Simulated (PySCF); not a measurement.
## Identify the compound

Molecular formula: C6H8Si2. Simulated spectra:

¹H NMR (400 MHz, computed): δ 7.73 (t, 1H), 7.39 (m, 1H), 7.34 (m, 1H), 4.75 (m, 2H), 4.67 (m, 2H), 3.29 (s, 1H).

¹³C{¹H} NMR (computed): δ 160.6 (CH), 153.0 (CH), 153.0 (CH), 144.0 (C), 93.9 (CH), 89.7 (C).

No solvent, a single conformation, rapidly exchanging positions averaged, non-relativistic Hamiltonian. Geometry from GFN2-xTB; GIAO PBE0/pcSseg-1 shieldings; PySCF 2.14.

Scale: ¹H (σref 31.72) and ¹³C (σref 186.93) against TMS (reference shieldings calculated alike).

Propose a structure and justify it.

Results:


- The formula gives 5 degrees of unsaturation (1 ring in the answer).
- 6 carbon signals for 6 carbons: no two carbons are equivalent.
- Carbon types of the structure: 2 × C, 4 × CH, leaving 4 H on heteroatoms.
- δC 160.6, 153.0, 153.0: alkene CH; as expected for a trigonal carbon in a double bond.
- δC 144.0: fully substituted alkene carbon; an sp2 carbon of a C=C bond.
- δC 93.9: terminal alkyne carbon; sp carbons lie upfield of alkene carbons because the cylindrical π system leaves one tensor component strongly shielded.
- δC 89.7: alkyne carbon; the triple bond shields along its axis, which puts it between sp3 and sp2 carbons.
- δH 7.73, 7.39, 7.34: hydrogen on an alkene CH; olefinic region.
- δH 4.75, 4.67: hydrogen on a silicon bonded to 2 C, in a 6-membered ring.
- δH 3.29: hydrogen on a terminal alkyne carbon; it lies on the axis of the triple bond, in its shielding cone.

Structure: SMILES C#CC1=C[SiH2]C=C[SiH2]1.

The shifts were computed for this structure.

Shifts are as computed. Against solution values, carbons near 30 ppm lie about +3 ppm off and those near 130 ppm about +5 ppm. Of 1211 compounds with measured shifts, 218 miss one by over three times the rms of a fit or turn the order of signals round; such compounds aren't used in these exercises. Multiplicities follow the n + 1 count of equivalent neighbours, as no J values were calculated; m marks all less simple cases, F and P coupling included.
